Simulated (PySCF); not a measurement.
# Basis-set dependence of population analyses: `CC(C)(C)C1CC1`

C₇H₁₄.
Geometry (PBE0-D3(BJ)/def2-SVP, Å), atoms numbered from 1 in this order:
```
atom  x, y, z in Å
C1    -0.9812    0.7899    1.3894
C2    -0.7382    0.2230   -0.0121
C3    -1.7253    0.8502   -1.0005
C4    -0.9546   -1.2902    0.0175
C5     0.6739    0.6133   -0.4420
C6     1.9047   -0.1503   -0.0565
C7     1.4584   -0.1154   -1.4909
H8    -0.2739    0.3590    2.1153
H9    -2.0035    0.5692    1.7361
H10   -0.8504    1.8837    1.4021
H11   -1.6088    1.9452   -1.0350
H12   -2.7671    0.6316   -0.7160
H13   -1.5607    0.4633   -2.0183
H14   -0.2794   -1.7892    0.7293
H15   -0.8095   -1.7468   -0.9735
H16   -1.9851   -1.5157    0.3326
H17    0.8021    1.7025   -0.4552
H18    1.7852   -1.0922    0.4856
H19    2.7961    0.4137    0.2304
H20    1.0403   -1.0340   -1.9111
H21    2.0380    0.4732   -2.2069
```

PBE0 throughout (PySCF), one geometry, spherical d and f functions. Geometry: PBE0-D3(BJ)/def2-SVP; no solvent, vibrations or thermal averaging. Atoms taken as equivalent share a column and are averaged. The first 7 of 8 kinds of atom are listed.

Mulliken charges (e):

```json
{"basis": "STO-3G", "functions": "49", "C1/C3/C4": "-0.228", "C2": "+0.035", "C5": "-0.083", "C6/C7": "-0.178", "H8 (×9)": "+0.074", "H17": "+0.080", "H18/H20": "+0.084"}
{"basis": "pcSseg-0", "functions": "91", "C1/C3/C4": "-0.489", "C2": "-0.632", "C5": "-0.258", "C6/C7": "-0.433", "H8 (×9)": "+0.222", "H17": "+0.242", "H18/H20": "+0.244"}
{"basis": "6-31G", "functions": "91", "C1/C3/C4": "-0.467", "C2": "-0.029", "C5": "-0.149", "C6/C7": "-0.345", "H8 (×9)": "+0.158", "H17": "+0.162", "H18/H20": "+0.171"}
{"basis": "6-31G*", "functions": "126", "C1/C3/C4": "-0.517", "C2": "+0.035", "C5": "-0.122", "C6/C7": "-0.375", "H8 (×9)": "+0.168", "H17": "+0.164", "H18/H20": "+0.177"}
{"basis": "cc-pVDZ", "functions": "168", "C1/C3/C4": "+0.011", "C2": "-0.369", "C5": "-0.054", "C6/C7": "-0.050", "H8 (×9)": "+0.034", "H17": "+0.009", "H18/H20": "+0.044"}
{"basis": "def2-SVP", "functions": "168", "C1/C3/C4": "+0.016", "C2": "-0.342", "C5": "-0.115", "C6/C7": "-0.071", "H8 (×9)": "+0.033", "H17": "+0.038", "H18/H20": "+0.053"}
{"basis": "pcSseg-1", "functions": "189", "C1/C3/C4": "-0.163", "C2": "-0.561", "C5": "-0.175", "C6/C7": "-0.194", "H8 (×9)": "+0.110", "H17": "+0.110", "H18/H20": "+0.127"}
{"basis": "6-311+G(2d,p)", "functions": "273", "C1/C3/C4": "-0.664", "C2": "+0.787", "C5": "-0.061", "C6/C7": "-0.309", "H8 (×9)": "+0.149", "H17": "+0.086", "H18/H20": "+0.110"}
{"basis": "aug-cc-pVDZ", "functions": "287", "C1/C3/C4": "+1.275", "C2": "-3.676", "C5": "+1.668", "C6/C7": "+0.916", "H8 (×9)": "-0.101", "H17": "-0.668", "H18/H20": "-0.513"}
{"basis": "def2-TZVP", "functions": "301", "C1/C3/C4": "-0.381", "C2": "+0.077", "C5": "-0.078", "C6/C7": "-0.242", "H8 (×9)": "+0.120", "H17": "+0.098", "H18/H20": "+0.112"}
```

IAO charges (e):

```
        basis  functions  C1/C3/C4      C2      C5   C6/C7  H8 (×9)     H17  H18/H20
       STO-3G         49    -0.384  +0.008  -0.138  -0.271   +0.129  +0.129   +0.131
     pcSseg-0         91    -0.408  +0.032  -0.142  -0.299   +0.135  +0.139   +0.143
        6-31G         91    -0.426  +0.065  -0.133  -0.304   +0.137  +0.135   +0.143
       6-31G*        126    -0.406  +0.061  -0.126  -0.291   +0.131  +0.128   +0.137
      cc-pVDZ        168    -0.406  +0.064  -0.128  -0.294   +0.131  +0.131   +0.138
     def2-SVP        168    -0.395  +0.058  -0.124  -0.285   +0.127  +0.127   +0.134
     pcSseg-1        189    -0.404  +0.057  -0.130  -0.293   +0.131  +0.131   +0.138
6-311+G(2d,p)        273    -0.418  +0.061  -0.131  -0.303   +0.135  +0.134   +0.143
  aug-cc-pVDZ        287    -0.417  +0.064  -0.130  -0.304   +0.134  +0.134   +0.143
    def2-TZVP        301    -0.418  +0.061  -0.131  -0.303   +0.135  +0.134   +0.143
```

Some averages cover members that differ in this geometry, most widely: C1/C3/C4, Mulliken in aug-cc-pVDZ +1.243 to +1.337; H8 (×9), Mulliken in aug-cc-pVDZ -0.144 to -0.068; C1/C3/C4, Mulliken in def2-SVP -0.011 to +0.030; C1/C3/C4, Mulliken in pcSseg-1 -0.189 to -0.149 e.

Task: Which scheme is steadiest as the basis changes?

Result: Largest range over the bases for any column: IAO 0.06 e, Mulliken 4.46 e. IAO charges move least and Mulliken charges most, counted in e. Without the minimal STO-3G basis the ranges are IAO 0.03, Mulliken 4.46 e.

Task: How much do the charges still move between the two largest bases, aug-cc-pVDZ and def2-TZVP?

Result: At most, over all atoms: Mulliken 3.753 e, IAO 0.002 e.

Task: What do the same runs give for the total energy, the frontier levels and the dipole moment?

Result: 
```tsv
basis	energy (Eh)	HOMO (eV)	LUMO (eV)	μ (D)
STO-3G	-271.5684	-6.51	7.94	0.16
pcSseg-0	-274.1927	-8.12	2.02	0.08
6-31G	-274.7399	-7.71	2.54	0.08
6-31G*	-274.8063	-7.64	2.56	0.07
cc-pVDZ	-274.8231	-7.77	1.79	0.08
def2-SVP	-274.6182	-7.86	1.71	0.09
pcSseg-1	-274.7749	-7.90	1.43	0.10
6-311+G(2d,p)	-274.8844	-7.88	0.33	0.08
aug-cc-pVDZ	-274.8387	-7.85	-0.04	0.07
def2-TZVP	-274.9047	-7.86	1.15	0.08
```
